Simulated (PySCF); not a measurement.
Molfile (atoms numbered from 1):
```
C9H14Si
     RDKit          3D

 24 24  0  0  0  0  0  0  0  0999 V2000
   -2.2117    1.3660   -0.4636 C   0  0  0  0  0  0  0  0  0  0  0  0
   -1.2289   -0.1277    0.1973 Si  0  0  0  0  0  4  0  0  0  0  0  0
   -1.8248   -1.7125   -0.6861 C   0  0  0  0  0  0  0  0  0  0  0  0
   -1.5269   -0.2931    2.0764 C   0  0  0  0  0  0  0  0  0  0  0  0
    0.6332    0.0968   -0.1173 C   0  0  0  0  0  0  0  0  0  0  0  0
    1.1503    1.2226   -0.7513 C   0  0  0  0  0  0  0  0  0  0  0  0
    2.5093    1.3664   -0.9696 C   0  0  0  0  0  0  0  0  0  0  0  0
    3.3864    0.3787   -0.5559 C   0  0  0  0  0  0  0  0  0  0  0  0
    2.8933   -0.7509    0.0757 C   0  0  0  0  0  0  0  0  0  0  0  0
    1.5338   -0.8844    0.2902 C   0  0  0  0  0  0  0  0  0  0  0  0
   -2.0773    1.4899   -1.5336 H   0  0  0  0  0  0  0  0  0  0  0  0
   -1.9069    2.2891    0.0194 H   0  0  0  0  0  0  0  0  0  0  0  0
   -3.2745    1.2398   -0.2812 H   0  0  0  0  0  0  0  0  0  0  0  0
   -1.3049   -2.5909   -0.3168 H   0  0  0  0  0  0  0  0  0  0  0  0
   -2.8880   -1.8721   -0.5333 H   0  0  0  0  0  0  0  0  0  0  0  0
   -1.6515   -1.6575   -1.7565 H   0  0  0  0  0  0  0  0  0  0  0  0
   -2.5827   -0.4151    2.2990 H   0  0  0  0  0  0  0  0  0  0  0  0
   -1.0055   -1.1525    2.4860 H   0  0  0  0  0  0  0  0  0  0  0  0
   -1.1780    0.5851    2.6113 H   0  0  0  0  0  0  0  0  0  0  0  0
    0.4773    2.0008   -1.0796 H   0  0  0  0  0  0  0  0  0  0  0  0
    2.8859    2.2513   -1.4641 H   0  0  0  0  0  0  0  0  0  0  0  0
    4.4483    0.4877   -0.7249 H   0  0  0  0  0  0  0  0  0  0  0  0
    3.5711   -1.5280    0.4009 H   0  0  0  0  0  0  0  0  0  0  0  0
    1.1608   -1.7696    0.7852 H   0  0  0  0  0  0  0  0  0  0  0  0
  1  2  1  0
  2  3  1  0
  2  4  1  0
  2  5  1  0
  5  6  2  0
  6  7  1  0
  7  8  2  0
  8  9  1  0
  9 10  2  0
 10  5  1  0
  1 11  1  0
  1 12  1  0
  1 13  1  0
  3 14  1  0
  3 15  1  0
  3 16  1  0
  4 17  1  0
  4 18  1  0
  4 19  1  0
  6 20  1  0
  7 21  1  0
  8 22  1  0
  9 23  1  0
 10 24  1  0
M  END
```

Level of theory: GFN2-xTB geometry, PBE0/pcSseg-1 with gauge-including orbitals, in PySCF 2.14 (non-relativistic, gas phase, rapidly exchanging positions averaged, one conformer).

Referencing at the same level of theory: ¹³C (186.93 ppm), ¹H (31.72 ppm), ²⁹Si (349.16 ppm) vs TMS.

```tsv
atoms	nucleus	count	Hirshfeld charge	δ (ppm)
C1/C3/C4	¹³C	3	-0.22	-0.6
H20/H24	¹H	2	0.04	7.69
H21/H23	¹H	2	0.05	7.63
H11/H12/H13/H14/H15/H16/H17/H18/H19	¹H	9	0.04	0.25
Si2	²⁹Si	1	0.41	-4.5
C7/C9	¹³C	2	-0.05	132.9
C6/C10	¹³C	2	-0.05	?
C8	¹³C	1	-0.05	?
H22	¹H	1	0.05	?
C5	¹³C	1	-0.09	145.3
```

Fill in the missing shifts.

Answers


- C6/C10: 138.9 ppm, aromatic CH; the aromatic region
- C8: 134.5 ppm, aromatic CH; the aromatic region
- H22: 7.63 ppm, hydrogen on an aromatic CH; ring-current deshielding

Shifts are as computed. Against solution values, carbons near 30 ppm lie about +3 ppm off and those near 130 ppm about +5 ppm. Of 1211 compounds with measured shifts, 218 miss one by over three times the rms of a fit or turn the order of signals round; such compounds aren't used in these exercises.
